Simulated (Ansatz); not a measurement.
Calculated with Ansatz (gas phase, PBE0-D4/def2-TZVP geometries, no zero-point term in ΔE). CCSD(T)/CBS is the MP2 limit (def2-TZVPP, def2-QZVPP) plus CCSD(T) − MP2 in def2-TZVPP, frozen cores. This one scheme is used for every species. DFT in def2-TZVPP. HSE06 is defined as in plane-wave codes. One conformer a species, not always the lowest.

`CB[SiH2]N` + H–F → `N[SiH2]BF` + CH₄  (ligand exchange at a B–C bond)

`CB[SiH2]N`:

```xyz
12

C     0.086   -2.004    0.702
B     0.588   -0.572    0.365
Si   -0.599    0.834   -0.451
N     0.312    2.208   -0.961
H    -0.892   -2.284    0.306
H     0.030   -2.056    1.801
H     0.822   -2.769    0.430
H     1.718   -0.297    0.676
H    -1.671    1.124    0.565
H    -1.337    0.308   -1.637
H    -0.141    2.992   -1.404
H     1.083    2.517   -0.392
```

H–F:

```xyz
2

F    -0.404    0.195    0.101
H     0.404   -0.195   -0.101
```

`N[SiH2]BF`:

Z-matrix (Å, degrees):
```
Si
B 1 2.035
N 1 1.724 2 107.7
H 1 1.501 2 107.9 3 -125.5
H 1 1.490 2 111.6 3 118.8
F 2 1.323 1 119.8 3 -167.7
H 2 1.206 1 124.5 3 13.3
H 3 1.007 1 120.6 2 175.8
H 3 1.007 1 119.3 2 -41.0
```

CH₄:

Z-matrix (Å, degrees):
```
C
H 1 1.090
H 1 1.090 2 109.5
H 1 1.090 2 109.5 3 -120.0
H 1 1.090 2 109.5 3 120.0
```

| level | ΔE (kJ/mol) |
| --- | --- |
| BLYP-D4 | -143.9 |
| BHLYP-D4 | -143.8 |
| CAM-B3LYP-D4 | -145.8 |
| revPBE | -138.4 |
| BLYP | -151.4 |
| r2SCAN | -140.9 |
| HSE06 | -134.5 |
| CCSD(T)/def2-TZVPP | -136.9 |

Q: What does CCSD(T)/CBS give? (An estimate is asked.)

A: Computed: -132.1 kJ/mol. The listed levels differ from it by -11.8, -11.7, -13.7, -6.3, -19.3, -8.8, -2.4, -4.8 kJ/mol.

Largest T1 diagnostic among the species: 0.013.

Leaving LDA and LC-ωPBE aside and taking each functional with its dispersion term where it has one, the values, not all of them listed here, spread over 15.9 kJ/mol, from CAM-B3LYP-D4 to revPBE-D4. LDA lies +4.4 kJ/mol from PBE without D4. At CCSD(T), def2-SVP lies −25.3 kJ/mol from the extrapolated value and def2-TZVPP −4.8 kJ/mol.
